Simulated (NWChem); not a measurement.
Program: NWChem. System: AsF3, charge 0, spin multiplicity 1, displaced from the optimised geometry. Level: RHF/def2-SVP, spin-restricted.

NWChem printed:

```
             Northwest Computational Chemistry Package (NWChem) 7.3.0
             --------------------------------------------------------

                                NWChem Input Module
                                -------------------

 Scaling coordinates for geometry "geometry" by  1.889725989
 (inverse scale =  0.529177249)

                             Geometry "geometry" -> ""
                             -------------------------

 Output coordinates in angstroms (scale by  1.889725989 to convert to a.u.)

  No.       Tag          Charge          X              Y              Z
 ---- ---------------- ---------- -------------- -------------- --------------
    1 F                    9.0000     0.73892500    -0.48917500     1.28176300
    2 As                  33.0000     0.00089600     0.39887600     0.00000000
    3 F                    9.0000     0.73892500    -0.48917500    -1.28176300
    4 F                    9.0000    -2.59265700    -1.14649600     0.00000000

 Effective nuclear repulsion energy (a.u.)     274.5990339954

            Nuclear Dipole moment (a.u.)
            ----------------------------
        X                 Y               Z
 ---------------- ---------------- ----------------
   -18.9042424233   -11.2641010385     0.0000000000


 Summary of "ao basis" -> "" (spherical)
 ------------------------------------------------------------------------------
       Tag                 Description            Shells   Functions and Types
 ---------------- ------------------------------  ------  ---------------------
 *                          def2-svp                  on all atoms

 Summary of "ao basis" -> "ao basis" (spherical)
 ------------------------------------------------------------------------------
       Tag                 Description            Shells   Functions and Types
 ---------------- ------------------------------  ------  ---------------------
 F                          def2-svp                 6       14   3s2p1d
 As                         def2-svp                12       32   5s4p3d

                                 NWChem SCF Module
                                 -----------------

  ao basis        = "ao basis"
  functions       =    74
  atoms           =     4
  closed shells   =    30
  open shells     =     0
  charge          =   0.00
  wavefunction    = RHF
  use symmetry    = F
  symmetry adapt  = F

 Summary of "ao basis" -> "ao basis" (spherical)
 ------------------------------------------------------------------------------
       Tag                 Description            Shells   Functions and Types
 ---------------- ------------------------------  ------  ---------------------
 F                          def2-svp                 6       14   3s2p1d
 As                         def2-svp                12       32   5s4p3d

 Forming initial guess at       0.1s

      Superposition of Atomic Density Guess
      -------------------------------------

 Sum of atomic energies:       -2531.73716087

      Non-variational initial energy
      ------------------------------

 Total energy =   -2531.456565
 1-e energy   =   -4080.071444
 2-e energy   =    1274.015845
 HOMO         =      -0.431678
 LUMO         =      -0.102117

 Starting SCF solution at       0.9s

 ----------------------------------------------
         Quadratically convergent ROHF

 Convergence threshold     :          1.000E-07
 Maximum no. of iterations :          100
 Final Fock-matrix accuracy:          1.000E-09
 ----------------------------------------------

              iter       energy          gnorm     gmax       time
             ----- ------------------- --------- --------- --------
                 1    -2531.6464269746  1.81D+00  5.29D-01      0.9
                 2    -2531.7989986440  4.64D-01  1.40D-01      0.9
                 3    -2531.8328208775  4.22D-01  1.90D-01      1.0
                 4    -2531.8442590799  1.46D-01  4.86D-02      1.1
                 5    -2531.8469285396  1.37D-02  6.25D-03      1.2
                 6    -2531.8469445292  7.03D-05  4.18D-05      1.4
                 7    -2531.8469445316  2.43D-08  1.08D-08      1.7

       Final RHF  results
       ------------------

         Total SCF energy =  -2531.846944531566
      One-electron energy =  -4075.011782735942
      Two-electron energy =   1268.565804208991
 Nuclear repulsion energy =    274.599033995385

        Time for solution =      0.8s

             Final eigenvalues
             -----------------

              1
    1 -432.7909
    2  -56.5308
    3  -50.3902
    4  -50.3896
    5  -50.3887
    6  -26.3806
    7  -26.3805
    8  -26.1059
    9   -8.2683
   10   -6.1232
   11   -6.1224
   12   -6.1182
   13   -2.3587
   14   -2.3583
   15   -2.3553
   16   -2.3521
   17   -2.3495
   18   -1.6575
   19   -1.6274
   20   -1.3083
   21   -0.9310
   22   -0.7821
   23   -0.7686
   24   -0.7552
   25   -0.7256
   26   -0.7119
   27   -0.6119
   28   -0.4558
   29   -0.4557
   30   -0.3861
   31   -0.0910
   32    0.0229
   33    0.0817
   34    0.2627
   35    0.5027
   36    0.5085
   37    0.5120
   38    0.5338
   39    0.5608
   40    0.5895

                       ROHF Final Molecular Orbital Analysis
                       -------------------------------------

 Vector   28  Occ=2.000000D+00  E=-4.557940D-01
              MO Center= -2.6D+00, -1.1D+00,  3.7D-15, r^2= 4.7D-01
   Bfn.  Coefficient  Atom+Function         Bfn.  Coefficient  Atom+Function
  ----- ------------  ---------------      ----- ------------  ---------------
    65      0.567082  4 F  py                68     -0.431918  4 F  py
    64     -0.326655  4 F  px                67      0.248636  4 F  px

 Vector   29  Occ=2.000000D+00  E=-4.556919D-01
              MO Center= -2.6D+00, -1.1D+00,  3.6D-15, r^2= 4.7D-01
   Bfn.  Coefficient  Atom+Function         Bfn.  Coefficient  Atom+Function
  ----- ------------  ---------------      ----- ------------  ---------------
    66      0.654212  4 F  pz                69     -0.498308  4 F  pz

 Vector   30  Occ=2.000000D+00  E=-3.860856D-01
              MO Center= -2.1D+00, -8.8D-01, -4.7D-15, r^2= 2.0D+00
   Bfn.  Coefficient  Atom+Function         Bfn.  Coefficient  Atom+Function
  ----- ------------  ---------------      ----- ------------  ---------------
    64      0.481881  4 F  px                67     -0.396062  4 F  px
    65      0.277329  4 F  py                68     -0.228778  4 F  py
    30      0.199279  2 As py                29      0.192345  2 As px

 Vector   31  Occ=0.000000D+00  E=-9.098867D-02
              MO Center= -3.3D-01,  2.1D-01,  1.1D-14, r^2= 3.0D+00
   Bfn.  Coefficient  Atom+Function         Bfn.  Coefficient  Atom+Function
  ----- ------------  ---------------      ----- ------------  ---------------
    29      0.480225  2 As px                26      0.419196  2 As px
    30      0.307658  2 As py                27      0.276806  2 As py
    23     -0.238502  2 As px                64     -0.226043  4 F  px
    18     -0.214808  2 As s                 67      0.209101  4 F  px
    24     -0.156210  2 As py

 Vector   32  Occ=0.000000D+00  E= 2.289446D-02
              MO Center= -1.2D-01,  5.7D-01,  8.9D-14, r^2= 2.5D+00
   Bfn.  Coefficient  Atom+Function         Bfn.  Coefficient  Atom+Function
  ----- ------------  ---------------      ----- ------------  ---------------
    31      0.901221  2 As pz                28      0.386356  2 As pz
     3     -0.300758  1 F  s                 49      0.300758  3 F  s
    25     -0.239439  2 As pz                 8     -0.157596  1 F  py
    54      0.157596  3 F  py

 Vector   33  Occ=0.000000D+00  E= 8.174934D-02
              MO Center=  1.2D-01,  2.2D-01,  8.1D-15, r^2= 2.6D+00
   Bfn.  Coefficient  Atom+Function         Bfn.  Coefficient  Atom+Function
  ----- ------------  ---------------      ----- ------------  ---------------
    30      0.694481  2 As py                29     -0.569682  2 As px
    18     -0.484098  2 As s                  3      0.362931  1 F  s
    49      0.362931  3 F  s                 27      0.280915  2 As py
     9     -0.260453  1 F  pz                55      0.260453  3 F  pz
    17      0.257879  2 As s                 19     -0.232104  2 As s

 center of mass
 --------------
 x =  -0.30243826 y =  -0.15018824 z =   0.00000000

 moments of inertia (a.u.)
 ------------------
         384.165603223641        -146.722786654065           0.000000000000
        -146.722786654065         740.989205762417           0.000000000000
           0.000000000000           0.000000000000         679.303391355575

  Mulliken analysis of the total density
  --------------------------------------

    Atom       Charge   Shell Charges
 -----------   ------   -------------------------------------------------------
    1 F    9     9.45   1.99  1.13  0.84  3.30  2.18  0.01
    2 As  33    31.49   2.00  2.00  2.00  1.50  0.33  6.00  5.98  0.91  0.57  8.21  1.77  0.23
    3 F    9     9.45   1.99  1.13  0.84  3.30  2.18  0.01
    4 F    9     9.61   1.99  1.11  0.90  3.24  2.38  0.00

       Multipole analysis of the density wrt the origin
       ------------------------------------------------

     L   x y z        total         open         nuclear
     -   - - -        -----         ----         -------
     0   0 0 0     -0.000000      0.000000     60.000000

     1   1 0 0      2.323905      0.000000    -18.904242
     1   0 1 0      2.500010      0.000000    -11.264101
     1   0 0 1      0.000000      0.000000      0.000000

     2   2 0 0    -36.858415      0.000000    251.135248
     2   1 1 0     -5.196676      0.000000     72.341501
     2   1 0 1      0.000000      0.000000      0.000000
     2   0 2 0    -24.756297      0.000000     76.376870
     2   0 1 1      0.000000      0.000000      0.000000
     2   0 0 2    -24.722120      0.000000    105.605281

 Task  times  cpu:        1.7s     wall:        1.7s

 Total times  cpu:        1.7s     wall:        1.7s
```

Write an NWChem input that would produce this output.

One answer among several that fit: 
```
start mol
memory heap 200 mb stack 900 mb global 1100 mb
geometry units angstroms nocenter noautoz noautosym
  F      0.738925    -0.489175     1.281763
  As     0.000896     0.398876     0.000000
  F      0.738925    -0.489175    -1.281763
  F     -2.592657    -1.146496     0.000000
end
basis spherical
  * library def2-svp
end
scf
  rhf
  nopen 0
  maxiter 100
  thresh 1e-7
  semidirect memsize 60000000 filesize 0
end
task scf energy
```
